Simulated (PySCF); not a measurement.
A PySCF script (with the pyscf-properties extension) for the NMR shieldings of SMILES CCC[C@@H]1O[C@H]1F, C5H9FO, on a GFN2-xTB geometry:

```python
import basis_set_exchange as bse
import numpy as np
from pyscf import gto, dft
from pyscf.prop import nmr

atoms = """
C     1.504367    0.939799   -0.188553
C     1.274836   -0.547158   -0.431760
C    -0.196319   -0.880691   -0.686653
C    -1.045896   -0.627246    0.535027
O    -2.450221   -0.560932    0.373417
C    -1.815832    0.601574    0.709099
F    -2.035480    1.064768    1.965676
H     1.160488    1.523165   -1.039680
H     0.972224    1.273940    0.698376
H     2.563636    1.137871   -0.045746
H     1.626840   -1.115861    0.431111
H     1.855824   -0.865616   -1.299070
H    -0.577709   -0.284907   -1.518123
H    -0.291859   -1.934453   -0.957627
H    -0.734280   -1.139083    1.442808
H    -1.818218    1.423775    0.000288
"""
names = dict.fromkeys(["C", "O", "F", "H"], "pcSseg-1")
basis = {el: gto.basis.parse(bse.get_basis(n, elements=[el], fmt="nwchem")) for el, n in names.items()}
mol = gto.M(atom=atoms, basis=basis, charge=0, verbose=0)
mf = dft.RKS(mol, xc="PBE0")
mf.grids.level = 2
mf.grids.alignment = dft.numint.BLKSIZE   # the property module wants whole blocks of grid points
mf.conv_tol = 1e-9
mf.kernel()

calc = nmr.RKS(mf)   # GIAO
C = mf.mo_coeff
Co = C[:, mf.mo_occ > 0]
resp = mf.gen_response(singlet=True, hermi=2)
def vind(x):   # induced exchange potential for any number of trial vectors
    d = np.einsum("pi,xij,qj->xpq", C, 2 * x.reshape(-1, C.shape[1], Co.shape[1]), Co, optimize=True)
    return np.einsum("xpq,pi,qj->xij", resp(d - d.transpose(0, 2, 1)), C, Co, optimize=True).ravel()
mo1, _ = nmr.rhf.solve_mo1(calc, with_cphf=vind)
sigma = calc.kernel(mo1)
for i, s in enumerate(sigma):   # ppm
    w = np.linalg.eigvalsh((s + s.T) / 2)
    print("%2d %-2s iso %8.1f  s11 %8.1f  s22 %8.1f  s33 %8.1f" % (i, mol.atom_pure_symbol(i), w.mean(), *w))
```

Problem. What are the results?

Solution. 
```
 0 C  iso    171.4  s11    158.3  s22    170.6  s33    185.2
 1 C  iso    164.5  s11    157.1  s22    165.9  s33    170.5
 2 C  iso    152.2  s11    136.9  s22    154.5  s33    165.3
 3 C  iso    130.9  s11     78.9  s22    130.7  s33    183.1
 4 O  iso    261.7  s11    107.1  s22    267.7  s33    410.3
 5 C  iso     94.2  s11     45.6  s22     76.2  s33    160.9
 6 F  iso    347.2  s11    260.3  s22    353.4  s33    428.0
 7 H  iso     31.0  s11     27.5  s22     28.7  s33     37.0
 8 H  iso     30.3  s11     25.3  s22     30.7  s33     35.0
 9 H  iso     30.4  s11     25.7  s22     27.6  s33     37.9
10 H  iso     30.3  s11     26.1  s22     28.8  s33     36.0
11 H  iso     30.1  s11     24.6  s22     28.5  s33     37.2
12 H  iso     31.1  s11     27.3  s22     30.1  s33     35.9
13 H  iso     29.5  s11     24.4  s22     28.7  s33     35.4
14 H  iso     29.0  s11     22.8  s22     28.9  s33     35.4
15 H  iso     26.7  s11     22.4  s22     26.7  s33     31.0
```

These numbers come from an equivalent density-fitted implementation of the same equations, which agrees with the script to about 0.01 ppm for H and up to a few tenths of a ppm for heavy atoms, so last digits may differ.

Problem. Turn these shieldings into chemical shifts. Scale: ¹³C (σref 186.93) and ¹H (σref 31.72) vs TMS; ¹⁷O (σref 336.08) vs H2O; ¹⁹F (σref 170.95) against CFCl3 (reference shieldings calculated alike).

Solution. Averaging equivalent atoms: C 5: 92.7; C 3: 56.0; C 2: 34.7; C 1: 22.4; C 0: 15.6; O 4: 74.3; F 6: -176.3; H 15: 5.01; H 14: 2.68; H 13: 2.20; H 11: 1.60; H 10: 1.45; H 7/8/9: 1.11; H 12: 0.62 ppm. Unscaled 19F shifts against computed CFCl3 carry errors that often reach 10 to 50 ppm. Experimental scales use liquid or dissolved standards, which lie at an offset from isolated H2O (liquid H2O: subtract about 36 ppm).

Size and cost of the density-fitted run: 164 basis functions, 15 s wall time on 1 thread of an Intel Xeon 6975P-C, shared host; peak memory 0.74 GiB.
